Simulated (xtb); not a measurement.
C2H9InN (SMILES [CH3][In+]([CH3])<-[NH3]), charge +1, singlet, at a GFN2-xTB geometry (such geometries of metal compounds can be far from the true shape); GFN0-xTB with ALPB(methanol) (xtb 6.7.1).

xtb was given this input:
```
$ xtb mol.xyz --gfn 0 --chrg 1 --alpb methanol --json

# file mol.xyz
13

In     0.01029216     0.25808808     0.06989038
C      1.73797640     0.84692082    -1.26039157
H      2.61736320     0.31016744    -0.90906612
H      1.88244548     1.92293075    -1.18576466
H      1.47689291     0.55587623    -2.27634374
C     -1.69717134     0.22996896     1.54824413
H     -2.56637048    -0.17166069     1.03031352
H     -1.87885657     1.24785044     1.88771495
H     -1.40043788    -0.41034404     2.37695452
N     -0.08325956    -2.14434856    -0.57701847
H     -0.74633417    -2.31444460    -1.33208764
H     -0.36877472    -2.74357612     0.19645205
H      0.81774317    -2.49401433    -0.90078781
```

Q: What does xtb print? Leave out banner, timings and long lists.

A: 
```
   ID    Z sym.   atoms
    1   49 In     1
    2    6 C      2, 6
    3    1 H      3-5, 7-9, 11-13
    4    7 N      10

           -------------------------------------------------
          |                Calculation Setup                |
           -------------------------------------------------

           -------------------------------------------------
          |                 G F N 0 - x T B                 |
           -------------------------------------------------

      * Solvation model:               ALPB
        Solvent                        methanol
        Parameter file                 internal GFN-FF/ALPB
        Dielectric constant                3.2700E+01
        Reference state                gsolv [1 M gas/solution]
        Free energy shift                  3.4169E-03 Eh       2.1442E+00 kcal/mol
        Temperature                        2.9815E+02 K
        Density                            7.9200E-01 kg/L
        Solvent mass                       3.2040E+01 g/mol
        Interaction kernel             P16
        Born radius scaling (c1)           1.7339E+00
        Born radii integrator          GBOBC
        Born offset                        0.0000E+00 a0       0.0000E+00 AA
        H-bond correction              true
        Ion screening                  false
        Surface tension                    1.0000E-05 Eh       1.5569E+01 dyn/cm
        Grid points                               230 per atom

          ...................................................
          :                      SETUP                      :
          :.................................................:
          :  # basis functions                  40          :
          :  # atomic orbitals                  39          :
          :  # shells                           27          :
          :  # electrons                        24          :
          :  electronic temp.          300.0000000     K    :
          :  accuracy                    1.0000000          :
          :  -> integral cutoff          0.2500000E+02      :
          :  -> integral neglect         0.1000000E-07      :
          ...................................................

         :::::::::::::::::::::::::::::::::::::::::::::::::::::
         ::                     SUMMARY                     ::
         :::::::::::::::::::::::::::::::::::::::::::::::::::::
         :: total energy             -11.803782884015 Eh    ::
         :: total w/o Gsasa/hb       -11.793722794575 Eh    ::
         :: gradient norm              0.022508973868 Eh/a0 ::
         :: HOMO-LUMO gap              2.330194414165 eV    ::
         ::.................................................::
         :: H0 energy                -13.095197899523 Eh    ::
         :: repulsion energy           0.178737627186 Eh    ::
         :: electrostat energy         1.114852059193 Eh    ::
         :: -> Gsolv                   0.000000000000 Eh    ::
         ::    -> Gsasa               -0.013477016591 Eh    ::
         ::    -> Gshift               0.003416927151 Eh    ::
         :: dispersion energy         -0.002174670872 Eh    ::
         :: short-range corr.         -0.000000000000 Eh    ::
         :: add. restraining           0.000000000000 Eh    ::
         :: total charge               1.000000000000 e     ::
         :::::::::::::::::::::::::::::::::::::::::::::::::::::

           -------------------------------------------------
          |                Property Printout                |
           -------------------------------------------------

    * Orbital Energies and Occupations

         #    Occupation            Energy/Eh            Energy/eV
      -------------------------------------------------------------
         1        2.0000           -0.6841339             -18.6162
         2        2.0000           -0.6200220             -16.8717
         3        2.0000           -0.6196102             -16.8605
         4        2.0000           -0.5628785             -15.3167
         5        2.0000           -0.5625394             -15.3075
         6        2.0000           -0.5305861             -14.4380
         7        2.0000           -0.5302220             -14.4281
         8        2.0000           -0.5300440             -14.4232
         9        2.0000           -0.5299016             -14.4194
        10        2.0000           -0.5088182             -13.8456
        11        2.0000           -0.4579853             -12.4624
        12        2.0000           -0.4108577             -11.1800 (HOMO)
        13                         -0.3252247              -8.8498 (LUMO)
        14                         -0.2094072              -5.6983
        15                         -0.1720797              -4.6825
        16                         -0.1531759              -4.1681
        17                         -0.1417482              -3.8572
        18                         -0.1378057              -3.7499
        19                         -0.1327226              -3.6116
        20                         -0.1252041              -3.4070
        21                         -0.1162160              -3.1624
        22                         -0.0939731              -2.5571
        23                         -0.0517278              -1.4076
       ...                                ...                  ...
        39                          1.3891069              37.7995
      -------------------------------------------------------------
                  HL-Gap            0.0856331 Eh            2.3302 eV
             Fermi-level            0.0000000 Eh            0.0000 eV

     #   Z          covCN         q      C6AA      α(0)
     1  49 In       2.278     0.503   313.843    35.865
     2   6 C        3.611    -0.735    45.636     9.853
     3   1 H        0.925     0.314     0.668     1.278
     4   1 H        0.925     0.308     0.686     1.295
     5   1 H        0.925     0.318     0.658     1.269
     6   6 C        3.611    -0.736    45.650     9.855
     7   1 H        0.925     0.318     0.658     1.268
     8   1 H        0.925     0.308     0.686     1.295
     9   1 H        0.925     0.314     0.668     1.278
    10   7 N        3.179    -1.560    91.090    14.291
    11   1 H        0.860     0.552     0.280     0.829
    12   1 H        0.860     0.549     0.283     0.833
    13   1 H        0.860     0.548     0.284     0.835

 Mol. C6AA /au·bohr⁶  :       2201.096880
 Mol. C8AA /au·bohr⁸  :     124446.821278
 Mol. α(0) /au        :         80.044273

Wiberg/Mayer (AO) data.
largest (>0.10) Wiberg bond orders for each atom

 ---------------------------------------------------------------------------
     #   Z sym  total        # sym  WBO       # sym  WBO       # sym  WBO
 ---------------------------------------------------------------------------
     1  49 In   1.738 --     6 C    0.668     2 C    0.668    10 N    0.274
     2   6 C    3.957 --     4 H    0.964     3 H    0.962     5 H    0.962
                             1 In   0.668     6 C    0.354
     3   1 H    0.983 --     2 C    0.962
     4   1 H    0.983 --     2 C    0.964
     5   1 H    0.983 --     2 C    0.962
     6   6 C    3.957 --     8 H    0.964     9 H    0.962     7 H    0.962
                             1 In   0.668     2 C    0.354
     7   1 H    0.983 --     6 C    0.962
     8   1 H    0.983 --     6 C    0.964
     9   1 H    0.983 --     6 C    0.962
    10   7 N    3.270 --    13 H    0.971    12 H    0.971    11 H    0.970
                             1 In   0.274
    11   1 H    0.978 --    10 N    0.970
    12   1 H    0.977 --    10 N    0.971
    13   1 H    0.977 --    10 N    0.971
 ---------------------------------------------------------------------------

Topologies differ in total number of bonds
Writing topology from bond orders to xtbtopo.mol

 dipole moment from electron density (au)
     X       Y       Z
  -0.0483  -1.2301  -0.3312  total (Debye):    3.240

           -------------------------------------------------
          | TOTAL ENERGY              -11.803782884015 Eh   |
          | GRADIENT NORM               0.022508973868 Eh/α |
          | HOMO-LUMO GAP               2.330194414165 eV   |
           -------------------------------------------------

normal termination of xtb
```
